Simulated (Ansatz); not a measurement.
Geometry optimisation, DFT PBEsol, scalar-relativistic, plane waves, PAW in Ansatz.

The input (input.yaml):

```yaml
crystal:
  lattice:
    - [4.58, 0.0, 0.0]
    - [2.29, 3.966396, 0.0]
    - [0.0, 0.0, 14.58843]
  atoms:
    - { symbol: Be, position: [0.0, 0.0, 0.0685475] }
    - { symbol: Be, position: [0.5, 0.0, 0.0685475] }
    - { symbol: Be, position: [0.0, 0.5, 0.0685475] }
    - { symbol: Be, position: [0.5, 0.5, 0.0685475] }
    - { symbol: Be, position: [-0.1666667, 0.3333333, 0.1915364] }
    - { symbol: Be, position: [0.3333333, 0.3333333, 0.1915364] }
    - { symbol: Be, position: [-0.1666667, 0.8333333, 0.1915364] }
    - { symbol: Be, position: [0.3333333, 0.8333333, 0.1915364] }
    - { symbol: Be, position: [0.0, 0.0, 0.3145253] }
    - { symbol: Be, position: [0.5, 0.0, 0.3145253] }
    - { symbol: Be, position: [0.0, 0.5, 0.3145253] }
    - { symbol: Be, position: [0.5, 0.5, 0.3145253] }
    - { symbol: B, position: [0.8361387, 0.8161637, 0.4063789] }
basis:
  ecutwfc: 420.0
kpoints:
  mp_grid: { grid: [5, 5, 1] }
hamiltonian:
  xc: pbesol
scf:
  occupations: { method: gaussian, width: 0.1 }
  lower_state_search: "off"
relax:
  f_tol: 0.03
  max_steps: 60
  adjacent_minimum: "off"
  constraints: [{ sites: [0, 1, 2, 3] }]
```

Command:

```bash
$ ansatz run input.yaml --threads 1 --pin off --max-ram 3072MiB --backend cpu --events-out ev --progress --plain --runs-dir out
```

**Question.** Where does it end, and by what steps?

**Answer.** It converged. Limits of this set-up: coarse k mesh, thin slab, slab without dipole correction, odd electron count without spin. After 8 steps the energy has fallen by 0.500 eV; B13 moved furthest, 0.59 Å. Joined: Be12–B13.

| step | energy less start (eV) | largest force component (eV/Å) | accepted |
| --- | --- | --- | --- |
| 0 | 0.0000 | 0.822 | yes |
| 1 | -0.1219 | 0.533 | yes |
| 2 | -0.2218 | 0.313 | yes |
| 3 | -0.3236 | 0.473 | yes |
| 4 | -0.4114 | 0.415 | yes |
| 5 | -0.4685 | 0.182 | yes |
| 6 | -0.4977 | 0.072 | yes |
| 7 | -0.4990 | 0.053 | yes |
| 8 | -0.5003 | 0.008 | yes |

```xyz
13
Lattice="4.5800 0.0000 0.0000 2.2900 3.9664 0.0000 0.0000 0.0000 14.5884" Properties=species:S:1:pos:R:3
Be 0.000 0.000 1.000
Be 2.290 0.000 1.000
Be 1.145 1.983 1.000
Be 3.435 1.983 1.000
Be -0.015 1.289 2.855
Be 2.317 1.336 2.828
Be 1.121 3.291 2.832
Be 3.399 3.309 2.856
Be -0.146 -0.085 4.866
Be 2.262 0.138 4.565
Be 1.251 1.890 4.563
Be 3.618 2.089 4.876
B 5.199 3.000 5.735
```

Whether the end is a true minimum wasn't checked by a vibrational analysis.

Run time: 43 s on 1 thread of Arm Neoverse V2 (shared host), peak memory 0.41 GiB.
